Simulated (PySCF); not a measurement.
MoOF2, SMILES [F][Mo]([F])=[O] (connectivity only; charge and spin as stated), neutral, multiplicity 3.

Geometry: B3LYP-D3(BJ)/def2-TZVP. The multiplicity is an assumed one; other spin states were not compared. The def2 effective core potentials stand for the cores of Mo; spin–orbit coupling is left out.

Two levels are set side by side: PBE/def2-TZVPD (PySCF) and B3LYP/def2-TZVPD (PySCF). Same geometry, gas phase. Differences are taken from unrounded values.

```json
[
 {"quantity": "α-spin orbital gap (eV)", "PBE": "1.57"},
 {"quantity": "β-spin orbital gap (eV)", "PBE": "4.81"},
 {"quantity": "dipole moment (D)", "PBE": "0.05"},
 {"quantity": "mean polarisability (bohr³)", "PBE": "42.6"}
]
```

Task: These are the PBE values. What does B3LYP give? (An estimate is asked for; the answer gives what the named calculation found.)

Result: 
```csv
quantity,B3LYP,PBE minus B3LYP
α-spin orbital gap (eV),3.83,-2.26
β-spin orbital gap (eV),6.72,-1.92
dipole moment (D),0.06,-0.01
mean polarisability (bohr³),39.8,2.8
```

PBE's more diffuse valence density responds more strongly to a field. Differences between two approximate levels are no errors against the true value.

Rough cost on one machine, each run with all the roots and properties that it gave: B3LYP against PBE within a factor of 2.
